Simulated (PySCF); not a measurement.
## Electron correlation in Mg(3+) (magnesium, charge +3)

[He] 2s2 2p5, 2P determinant. All numbers are calculated (PySCF 2.14, the non-relativistic Hamiltonian (point nucleus), in aug-cc-pVDZ (5s4p2d, 27 functions)). Frozen: [He] 2s2; 5 electrons correlated.

Total MP2 correlation energy: -0.44 mhartree.

Same-spin part -0.10 and opposite-spin part -0.34 mhartree; SCS-MP2 scales them by 1/3 and 6/5 to -0.44 mhartree.

| level | correlation energy (mhartree) |
| --- | --- |
| CCSD | -0.46 |
| (T) | 0.00 |
| CCSD(T) | -0.46 |

Diagnostics: T1 = 0.00023, D1 = 0.0003, largest double amplitude 0.002.

Cost of the coupled-cluster step: 0.27 s of wall time on 1 thread of Neoverse-N1 (shared host), for 5 correlated electrons.
